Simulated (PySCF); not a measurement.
Predicted microwave data (PBE0-D3(BJ)/def2-SVP geometry optimisation, gas phase (PySCF 2.14.0)) for one isomer of C6H5F:

- Rotational constants: A = 6347, B = 1457, C = 1287 MHz
- Dipole components: |μa| = 0.72 D, |μb| = 2.27 D, |μc| = 0.01 D
- Inertial defect: -33.96 u·Å²
- κ: -0.93

**Question.** Which candidate fits, each taken in the one conformer that was computed?
A. `F[C@]12C=C[C@H]1C=C2`
B. `FC1=C[C@@H]2C=C[C@H]12`
C. `C(/F)=C1\C[C@H]1C#C`
D. `[CH:1]#[C:2][C:3](=[CH2:4])/[CH:5]=[CH:6]/[F:7]` with C2–C3–C5–C6 0°
E. fluorobenzene, `c1(F)ccccc1`
F. `CC#CC1(F)C=C1`

**Answer.** F. It is CC#CC1(F)C=C1, a near-prolate asymmetric top. The candidates at the same level (rigid rotor, commonest isotopes):

| SMILES | A (MHz) | B (MHz) | C (MHz) | μa (D) | μb (D) | μc (D) | Δ (u·Å²) | point group | rotor |
| --- | --- | --- | --- | --- | --- | --- | --- | --- | --- |
| FC1=C[C@@H]2C=C[C@H]12 | 6133 | 2476 | 2035 | 1.23 | 0.28 | 0.24 | -38.25 | C1 | asymmetric top |
| F[C@]12C=C[C@H]1C=C2 | 3980 | 3664 | 2462 | 1.74 | 0.00 | 0.60 | -59.64 | Cs | asymmetric top |
| Fc1ccccc1 | 5682 | 2574 | 1772 | 1.35 | 0.00 | 0.00 | 0.00 | C2v | asymmetric top |
| C#C[C@@H]1C/C1=C/F | 4364 | 1818 | 1378 | 0.00 | 1.69 | 0.39 | -27.02 | C1 | asymmetric top |
| C#CC(=C)/C=C/F | 4361 | 1692 | 1219 | 0.96 | 0.11 | 0.00 | 0.00 | Cs | asymmetric top |
| CC#CC1(F)C=C1 | 6347 | 1457 | 1287 | 0.72 | 2.27 | 0.01 | -33.96 | – | near-prolate asymmetric top |

`Fc1ccccc1` has B 77 % too high; `FC1=C[C@@H]2C=C[C@H]12` has B 70 % too high; `F[C@]12C=C[C@H]1C=C2` has B 152 % too high; `C#C[C@@H]1C/C1=C/F` has A 31 % too low; `C#CC(=C)/C=C/F` has A 31 % too low. No structure here is proved a minimum.
